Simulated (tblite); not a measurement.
Record of a relaxation.

Species: C₄H₉B₂F₃Si.
SMILES with atom numbers: `[BH2:1][Si@@H:2]([BH:3][CH2:4][CH:5]=[CH2:6])[C:7]([F:8])([F:9])[F:10]` (hydrogens: H11, H12 on B1; H13 on Si2; H14 on B3; H15, H16 on C4; H17 on C5; H18, H19 on C6)

Computed with GFN2-xTB (tblite), gas phase: L-BFGS steps from a force-field or distance-geometry start until the largest atomic force falls under 0.01 eV/Å. 10 of its 144 geometries are shown.

Step 0: E = -855.4065 eV, largest atomic force 3.652 eV/Å
```
atom  x, y, z in Å  |  force x, y, z in eV/Å
B1     -2.910   -1.273    0.493   -0.557   0.244  -0.390
Si2    -1.503    0.075    0.634    0.091  -2.418   2.736
B3      0.161   -0.875    0.634    0.289  -0.782   0.241
C4      1.369   -0.739   -0.342    1.208  -1.339   0.034
C5      2.189    0.485   -0.108    1.193   0.838   0.070
C6      3.484    0.424    0.210   -0.443  -0.724  -0.010
C7     -1.789    1.342   -0.642   -1.649   2.453  -1.583
F8     -2.828    2.149   -0.153    0.883  -0.394  -0.756
F9     -2.307    0.815   -1.830    1.059   0.998   1.032
F10    -0.751    2.189   -0.862   -0.831  -0.475  -0.577
H11    -3.571   -1.295   -0.492    0.136  -0.318   0.408
H12    -3.145   -1.954    1.415    0.004  -0.043  -0.240
H13    -1.683    0.657    2.010    0.043   0.354  -0.489
H14     0.201   -1.792    1.402    0.003   0.483  -0.200
H15     1.117   -0.856   -1.411   -0.105   0.382   0.326
H16     2.092   -1.583   -0.126   -0.625   0.561  -0.406
H17     1.778    1.490   -0.209   -0.341  -0.428  -0.086
H18     4.098    1.293    0.374   -0.109   0.026  -0.029
H19     3.988   -0.545    0.337   -0.245   0.580  -0.082
```

Step 16: E = -856.1173 eV, largest atomic force 0.184 eV/Å
```
atom  x, y, z in Å  |  force x, y, z in eV/Å
B1     -2.998   -1.290    0.508   -0.065  -0.004  -0.006
Si2    -1.514   -0.022    0.729   -0.135   0.015   0.124
B3      0.215   -0.960    0.673    0.081  -0.065  -0.011
C4      1.412   -0.805   -0.342    0.039  -0.025  -0.039
C5      2.218    0.449   -0.090   -0.003  -0.033  -0.055
C6      3.498    0.434    0.237    0.013   0.031  -0.023
C7     -1.821    1.406   -0.599   -0.048   0.055  -0.114
F8     -2.817    2.248   -0.247   -0.037  -0.064   0.108
F9     -2.201    0.886   -1.792    0.062  -0.037  -0.103
F10    -0.767    2.204   -0.871    0.159  -0.015  -0.002
H11    -3.614   -1.395   -0.480    0.047   0.025  -0.026
H12    -3.267   -2.041    1.364    0.041   0.046   0.033
H13    -1.625    0.847    1.927    0.023  -0.033   0.022
H14     0.316   -1.808    1.482    0.022   0.059   0.044
H15     1.048   -0.737   -1.373   -0.031   0.065   0.013
H16     2.099   -1.653   -0.296   -0.014   0.001  -0.031
H17     1.690    1.384   -0.230    0.020  -0.063   0.040
H18     4.061    1.345    0.364   -0.063  -0.021   0.038
H19     4.056   -0.482    0.370   -0.110   0.062  -0.013
```

Step 32: E = -856.1834 eV, largest atomic force 0.183 eV/Å
```
atom  x, y, z in Å  |  force x, y, z in eV/Å
B1     -2.996   -1.278    0.526   -0.124  -0.029  -0.010
Si2    -1.477   -0.080    0.752    0.041   0.164   0.070
B3      0.279   -0.962    0.713    0.056  -0.071  -0.022
C4      1.328   -0.823   -0.454    0.018  -0.045   0.010
C5      2.102    0.424   -0.099    0.026   0.050   0.055
C6      3.368    0.441    0.274    0.135  -0.028  -0.069
C7     -1.690    1.343   -0.617   -0.092  -0.035   0.010
F8     -2.727    2.158   -0.297    0.127  -0.065  -0.085
F9     -1.963    0.865   -1.857    0.003  -0.028   0.100
F10    -0.620    2.151   -0.780   -0.017   0.071   0.042
H11    -3.550   -1.413   -0.490   -0.009  -0.010  -0.112
H12    -3.365   -1.940    1.411    0.005  -0.036   0.095
H13    -1.558    0.812    1.937   -0.035   0.014  -0.025
H14     0.543   -1.632    1.646    0.060   0.080  -0.138
H15     0.889   -0.639   -1.438   -0.031  -0.086   0.018
H16     2.024   -1.661   -0.528   -0.029   0.041  -0.044
H17     1.548    1.345   -0.184   -0.018   0.079   0.034
H18     3.899    1.355    0.481   -0.100   0.022   0.006
H19     3.958   -0.458    0.335   -0.017  -0.088   0.065
```

Step 48: E = -856.2131 eV, largest atomic force 0.103 eV/Å
```
atom  x, y, z in Å  |  force x, y, z in eV/Å
B1     -2.986   -1.264    0.547   -0.020   0.027   0.023
Si2    -1.451   -0.074    0.825   -0.046   0.054  -0.040
B3      0.328   -0.918    0.695   -0.023  -0.013   0.044
C4      1.277   -0.809   -0.550    0.008  -0.028   0.038
C5      2.046    0.414   -0.112    0.030   0.036  -0.031
C6      3.303    0.406    0.299    0.023  -0.017   0.036
C7     -1.634    1.303   -0.591   -0.047   0.009   0.012
F8     -2.725    2.079   -0.403   -0.014  -0.033  -0.012
F9     -1.776    0.757   -1.823    0.039   0.008   0.032
F10    -0.597    2.166   -0.693   -0.019   0.020  -0.011
H11    -3.476   -1.435   -0.502    0.062   0.009   0.019
H12    -3.434   -1.865    1.443    0.005  -0.015   0.014
H13    -1.594    0.846    1.987    0.034  -0.065  -0.072
H14     0.727   -1.519    1.621   -0.008  -0.003  -0.005
H15     0.806   -0.602   -1.512    0.000   0.001   0.047
H16     1.972   -1.641   -0.664   -0.001  -0.001  -0.075
H17     1.508    1.347   -0.163   -0.004   0.055  -0.022
H18     3.812    1.316    0.571   -0.008  -0.007   0.000
H19     3.885   -0.499    0.359   -0.010  -0.037   0.002
```

Step 64: E = -856.2354 eV, largest atomic force 0.053 eV/Å
```
atom  x, y, z in Å  |  force x, y, z in eV/Å
B1     -2.946   -1.254    0.591   -0.019   0.022  -0.003
Si2    -1.429   -0.044    0.866    0.014  -0.024  -0.036
B3      0.347   -0.889    0.688   -0.004   0.018  -0.001
C4      1.238   -0.759   -0.599   -0.003  -0.016   0.001
C5      2.056    0.429   -0.151   -0.006   0.006   0.037
C6      3.280    0.344    0.346    0.002   0.012   0.005
C7     -1.650    1.287   -0.585    0.005   0.004   0.002
F8     -2.845    1.918   -0.543    0.002  -0.007   0.020
F9     -1.590    0.701   -1.806    0.010   0.004  -0.007
F10    -0.721    2.270   -0.611    0.006   0.005   0.018
H11    -3.344   -1.477   -0.486    0.006  -0.027   0.012
H12    -3.463   -1.811    1.478    0.020   0.002   0.011
H13    -1.538    0.882    2.019   -0.002   0.012  -0.020
H14     0.771   -1.504    1.594    0.010  -0.006  -0.033
H15     0.713   -0.508   -1.519    0.003   0.028  -0.011
H16     1.907   -1.595   -0.799    0.000  -0.045   0.028
H17     1.578    1.393   -0.249   -0.001   0.009  -0.011
H18     3.831    1.221    0.640    0.005   0.014  -0.009
H19     3.795   -0.597    0.458   -0.047  -0.012  -0.005
```

Step 79: E = -856.2400 eV, largest atomic force 0.044 eV/Å
```
atom  x, y, z in Å  |  force x, y, z in eV/Å
B1     -2.936   -1.263    0.612   -0.005   0.000   0.012
Si2    -1.425   -0.041    0.856    0.009  -0.007  -0.009
B3      0.347   -0.886    0.671    0.029   0.012  -0.013
C4      1.232   -0.751   -0.619    0.005  -0.010  -0.002
C5      2.047    0.434   -0.154   -0.001  -0.007  -0.043
C6      3.260    0.332    0.364   -0.033  -0.004   0.025
C7     -1.644    1.293   -0.589    0.023   0.003   0.001
F8     -2.859    1.885   -0.561   -0.013   0.012  -0.017
F9     -1.530    0.740   -1.820   -0.023  -0.007  -0.015
F10    -0.746    2.303   -0.564    0.010   0.018   0.017
H11    -3.319   -1.540   -0.457   -0.011  -0.021   0.003
H12    -3.450   -1.787    1.521    0.011   0.006  -0.009
H13    -1.536    0.907    1.990    0.008   0.001   0.023
H14     0.784   -1.512    1.562   -0.020  -0.002   0.003
H15     0.713   -0.491   -1.540    0.010   0.004   0.019
H16     1.900   -1.588   -0.816   -0.007  -0.017  -0.002
H17     1.583    1.402   -0.281    0.011   0.010   0.010
H18     3.832    1.197    0.657   -0.019   0.011   0.004
H19     3.738   -0.624    0.501    0.015  -0.002  -0.005
```

Step 95: E = -856.2428 eV, largest atomic force 0.017 eV/Å
```
atom  x, y, z in Å  |  force x, y, z in eV/Å
B1     -2.924   -1.274    0.630    0.001   0.003   0.012
Si2    -1.421   -0.035    0.834   -0.006  -0.002  -0.001
B3      0.348   -0.887    0.643    0.015   0.005  -0.007
C4      1.233   -0.765   -0.646    0.006   0.008  -0.010
C5      2.035    0.423   -0.169   -0.001   0.000  -0.003
C6      3.232    0.330    0.391   -0.012  -0.003   0.003
C7     -1.637    1.318   -0.595    0.008  -0.001  -0.003
F8     -2.855    1.904   -0.581    0.011  -0.002   0.002
F9     -1.498    0.791   -1.835   -0.008  -0.001   0.007
F10    -0.743    2.331   -0.529   -0.014  -0.001  -0.004
H11    -3.312   -1.615   -0.419    0.006   0.010   0.003
H12    -3.423   -1.761    1.569    0.003  -0.001  -0.012
H13    -1.519    0.901    1.980    0.008   0.005   0.000
H14     0.776   -1.515    1.536   -0.003  -0.012   0.010
H15     0.719   -0.504   -1.569    0.002  -0.003  -0.009
H16     1.901   -1.603   -0.839    0.005   0.002   0.001
H17     1.575    1.391   -0.308   -0.008  -0.006   0.004
H18     3.784    1.201    0.700   -0.005   0.003  -0.006
H19     3.718   -0.621    0.538   -0.006  -0.005   0.012
```

Step 111: E = -856.2517 eV, largest atomic force 0.080 eV/Å
```
atom  x, y, z in Å  |  force x, y, z in eV/Å
B1     -2.798   -1.236    0.712   -0.046   0.045  -0.035
Si2    -1.291    0.004    0.829    0.038  -0.002   0.028
B3      0.438   -0.899    0.536   -0.015  -0.044   0.054
C4      1.230   -0.842   -0.808   -0.039   0.002  -0.025
C5      1.889    0.374   -0.214    0.069   0.040  -0.006
C6      2.979    0.320    0.551   -0.007  -0.001  -0.042
C7     -1.582    1.349   -0.595   -0.012   0.040   0.000
F8     -2.834    1.860   -0.595    0.003  -0.056  -0.020
F9     -1.385    0.852   -1.841   -0.040   0.039   0.051
F10    -0.761    2.420   -0.495    0.037  -0.002  -0.033
H11    -3.170   -1.634   -0.323   -0.006  -0.005   0.020
H12    -3.318   -1.663    1.667    0.017  -0.017   0.009
H13    -1.273    0.961    1.964   -0.037  -0.010  -0.015
H14     0.868   -1.564    1.399    0.037  -0.050   0.048
H15     0.693   -0.580   -1.712    0.027  -0.020  -0.069
H16     1.952   -1.628   -1.012   -0.019  -0.005   0.004
H17     1.435    1.326   -0.440    0.043   0.036  -0.011
H18     3.459    1.207    0.928   -0.045   0.009   0.037
H19     3.458   -0.618    0.782   -0.005   0.001   0.003
```

Step 127: E = -856.2605 eV, largest atomic force 0.031 eV/Å
```
atom  x, y, z in Å  |  force x, y, z in eV/Å
B1     -2.752   -1.205    0.740   -0.011   0.007  -0.010
Si2    -1.226    0.017    0.829   -0.004   0.005   0.005
B3      0.485   -0.910    0.498    0.008   0.001   0.001
C4      1.245   -0.868   -0.872    0.005   0.005  -0.007
C5      1.858    0.360   -0.261    0.000  -0.001  -0.006
C6      2.863    0.320    0.616    0.016   0.012  -0.008
C7     -1.554    1.363   -0.586   -0.016  -0.023  -0.010
F8     -2.820    1.838   -0.558   -0.018   0.024   0.007
F9     -1.381    0.867   -1.835    0.004  -0.013  -0.015
F10    -0.756    2.454   -0.520    0.015  -0.002   0.015
H11    -3.150   -1.605   -0.285   -0.011   0.007   0.010
H12    -3.248   -1.631    1.708    0.005  -0.008   0.002
H13    -1.208    0.975    1.963    0.004  -0.015  -0.006
H14     0.910   -1.611    1.337    0.011  -0.001   0.007
H15     0.707   -0.629   -1.782    0.003  -0.008  -0.004
H16     1.980   -1.645   -1.062   -0.011   0.007  -0.006
H17     1.427    1.312   -0.533    0.002   0.004  -0.007
H18     3.273    1.216    1.051    0.010  -0.010   0.005
H19     3.339   -0.609    0.885   -0.011   0.007   0.027
```

Step 143: E = -856.2640 eV, largest atomic force 0.008 eV/Å
```
atom  x, y, z in Å  |  force x, y, z in eV/Å
B1     -2.775   -1.202    0.735    0.000   0.002   0.002
Si2    -1.228   -0.005    0.817    0.004   0.002   0.003
B3      0.495   -0.913    0.492   -0.003   0.001  -0.004
C4      1.265   -0.874   -0.873    0.002   0.008  -0.001
C5      1.877    0.362   -0.274   -0.006   0.002   0.002
C6      2.860    0.339    0.628   -0.008  -0.001  -0.001
C7     -1.560    1.352   -0.585    0.000   0.001  -0.003
F8     -2.801    1.883   -0.507   -0.004   0.001  -0.002
F9     -1.457    0.847   -1.838    0.004  -0.003   0.000
F10    -0.712    2.408   -0.551    0.004   0.001  -0.001
H11    -3.242   -1.531   -0.285   -0.005  -0.001   0.001
H12    -3.225   -1.674    1.704    0.001  -0.007   0.002
H13    -1.208    0.940    1.962    0.003  -0.001  -0.002
H14     0.926   -1.600    1.340   -0.001  -0.001   0.003
H15     0.730   -0.643   -1.787    0.005  -0.003   0.001
H16     2.000   -1.652   -1.057   -0.003   0.006   0.003
H17     1.461    1.311   -0.582    0.002  -0.003  -0.002
H18     3.267    1.245    1.046    0.002  -0.006   0.003
H19     3.316   -0.584    0.947    0.002   0.001  -0.005
```

Question: Summarise the path.

Answer: The energy falls by 0.8575 eV from step 0 to step 143; nine tenths of that is first reached at step 32. It falls at every step. The largest force goes from 3.652 to 0.008 eV/Å. Among the bonds Si2–C7 changes most, from 1.821 to 1.980 Å; the atoms move by 0.615 Å rms after alignment.

What follows is the cost of the whole relaxation. Hardware: one thread of an Arm Neoverse N1, shared host. Cost: 2.3 s.
